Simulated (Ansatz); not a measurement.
Computed with frozen-core CCSD(T)/def2-TZVPP // r2SCAN-D4/def2-TZVP (Ansatz, a first-principles code).

Ansatz 0.2 input:
```yaml
crystal:
  periodic: [false, false, false]
  atoms:
    - { symbol: Si, position_ang: [-0.091388, 0.001566, -0.000353] }
    - { symbol: Se, position_ang: [1.983061, -0.033983, 0.007656] }
    - { symbol: H, position_ang: [-0.966643, -1.19822, -0.00447] }
    - { symbol: H, position_ang: [-0.925028, 1.230636, -0.002834] }
basis:
  gaussian: { orbitals: def2-TZVPP }
correlation:
  method: ccsd_t
```

Output:

```
Functional definition: HF
722 factors; integrals over basis functions are off by at most 1.0e-3 eV
mean field evaluation 1: about -73196.1146 eV, gradient 1.6e1 eV
mean field evaluation 2: about -73196.2639 eV, gradient 1.6e1 eV
mean field evaluation 4: about -73197.3609 eV, gradient 2.2e0 eV
mean field evaluation 8: about -73197.3858 eV, gradient 1.6e-1 eV
mean field evaluation 16: about -73196.1146 eV, gradient 1.6e1 eV
mean field -73197.38607505 eV, -2689.9543232878 hartree, gradient 8.0e-6 eV, S^2 0.000000; 0 other end points of the search recorded, 0 dependent functions left out
14 core orbitals not correlated
reference -73197.38607505 eV, -2689.9543232878 hartree; 11, 11 occupied and 93, 93 virtual orbitals, 722 factors
second order -10.40919197 eV of doubles, -0.00000000 eV of singles
cycle   1  -10.54866973 eV  change   -1.4e-1 eV  update   8.7e-2
cycle   2  -10.87940790 eV  change   -3.3e-1 eV  update   2.8e-2
cycle   3  -10.95074173 eV  change   -7.1e-2 eV  update   1.8e-2
cycle   4  -10.93268037 eV  change    1.8e-2 eV  update   6.3e-3
cycle   5  -10.93553675 eV  change   -2.9e-3 eV  update   3.1e-3
cycle   6  -10.93569382 eV  change   -1.6e-4 eV  update   9.3e-4
cycle   7  -10.93571479 eV  change   -2.1e-5 eV  update   2.7e-4
cycle   8  -10.93588887 eV  change   -1.7e-4 eV  update   8.0e-5
cycle   9  -10.93588481 eV  change    4.1e-6 eV  update   2.1e-5
perturbative correction -0.47474323 eV, -0.0174464919 hartree
Total energy: -73208.79670308 eV, -2690.3736561336 hartree
```

Cost: very roughly 7 core-seconds.
